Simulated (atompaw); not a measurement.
# Plane-wave convergence, PAW (atompaw) potential for dysprosium (Dy)

- Element: dysprosium
- Generator: atompaw 4.2.0.5
- Type: PAW
- Functional: PBE
- Relativity: scalar-relativistic
- Frozen core: [Kr] 4d10
- Valence charge: 20
- Reference configuration: 4f10 5s2 5p6 5d0 6s2 6p0
- Partial waves: 5s (bound): rc 1.50 bohr; 6s (bound): rc 2.85 bohr; 5p (bound): rc 2.00 bohr; 6p (bound, empty): rc 2.85 bohr; 5d (bound, empty): rc 2.85 bohr; 5d channel at 0.3 Ry: rc 2.85 bohr; 4f (bound): rc 1.40 bohr; 4f channel at 0.4 Ry: rc 1.40 bohr
- Local potential: bessel scheme, radius 2.05 bohr
- Core correction: smooth core density matched at 2.60 bohr
- Augmentation charge: besselshape compensation charge, radius 2.15 bohr; PAW radius 2.85 bohr; waves and projectors: custom polynom vanderbiltortho

The pseudo-atom Hamiltonian at the reference potential is diagonalised in spherical Bessel functions j_l(qr) that vanish at 20 bohr, with q² up to the cutoff. All-electron valence levels (Ry): 5s -3.5956, 6s -0.2754, 5p -1.8633, 6p -0.0852, 5d -0.0861, 4f -0.2286.

Question: How do the lowest levels (Ry) of each channel move with the cutoff, and are there ghosts?

Answer:

| cutoff (Ry) | s #1 | s #2 | p #1 | p #2 | p #3 | d #1 | f #1 | Σ f·Δε (mRy) |
| --- | --- | --- | --- | --- | --- | --- | --- | --- |
| 8 | -3.5464 | -0.2753 | -1.5771 | -0.0848 | 0.0480 | -0.0817 | 0.0947 | 5049.2 |
| 12 | -3.5513 | -0.2753 | -1.8408 | -0.0851 | 0.0479 | -0.0858 | 0.0947 | 3456.4 |
| 21 | -3.5885 | -0.2754 | -1.8626 | -0.0852 | 0.0479 | -0.0861 | 0.0947 | 3251.4 |
| 30 | -3.5949 | -0.2754 | -1.8632 | -0.0852 | 0.0479 | -0.0861 | 0.0946 | 3234.5 |
| 40 | -3.5951 | -0.2754 | -1.8632 | -0.0852 | 0.0479 | -0.0861 | -0.0582 | 1705.6 |
| 50 | -3.5955 | -0.2754 | -1.8633 | -0.0852 | 0.0479 | -0.0861 | -0.2023 | 264.0 |
| 70 | -3.5956 | -0.2754 | -1.8633 | -0.0852 | 0.0479 | -0.0861 | -0.2235 | 51.8 |
| 90 | -3.5956 | -0.2754 | -1.8633 | -0.0852 | 0.0479 | -0.0861 | -0.2264 | 22.2 |
| 110 | -3.5956 | -0.2754 | -1.8633 | -0.0852 | 0.0479 | -0.0861 | -0.2282 | 4.1 |
| 160 | -3.5956 | -0.2754 | -1.8633 | -0.0852 | 0.0479 | -0.0861 | -0.2286 | 0.8 |
| 200 | -3.5956 | -0.2754 | -1.8633 | -0.0852 | 0.0479 | -0.0861 | -0.2286 | 0.5 |
| 400 | -3.5956 | -0.2754 | -1.8633 | -0.0852 | 0.0479 | -0.0861 | -0.2286 | 0.0 |

Result: no extra level below or beside the all-electron valence levels (s, p, d, f tested); 10 mRy is reached at 100 Ry and 1 mRy at 160 Ry.
